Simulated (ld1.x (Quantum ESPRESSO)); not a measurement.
## Building the RRKJ potential for Cr (Z = 24) (PBE, non-relativistic).

chromium (Cr), norm-conserving RRKJ (Kleinman–Bylander form), made with ld1.x (Quantum ESPRESSO) 7.5 (PBE, non-relativistic). Core [Ne] 3s2, reference 3p6 3d6 4s0 4p0. Waves: 4s (bound, empty): rc 2.50 bohr; 3p (bound): rc 1.30 bohr; 3d (bound): rc 1.65 bohr; 4f channel at 0.5 Ry: rc 2.70 bohr. Local part: all-electron potential smoothed inside 1.10 bohr (lloc = -2). Core correction: none.

All-electron outer shells of the reference configuration (PBE, non-relativistic, ld1.x):

```csv
shell,level (eV),outermost node (bohr),outermost maximum (bohr)
3s,-70.22,0.36,0.79
3p,-42.89,0.33,0.81
4s,-3.43,1.14,2.88
3d,-1.34,–,0.85
4p,-0.83,1.27,4.36
```

(1) Does the generator finish with these settings?

Results:

(1) No. ld1.x (Quantum ESPRESSO) 7.5 stopped with "compute_chi: n is too large": the Bessel-function wave could not be built (negative determinant in compute_phi), and the routine for χ then failed on it.
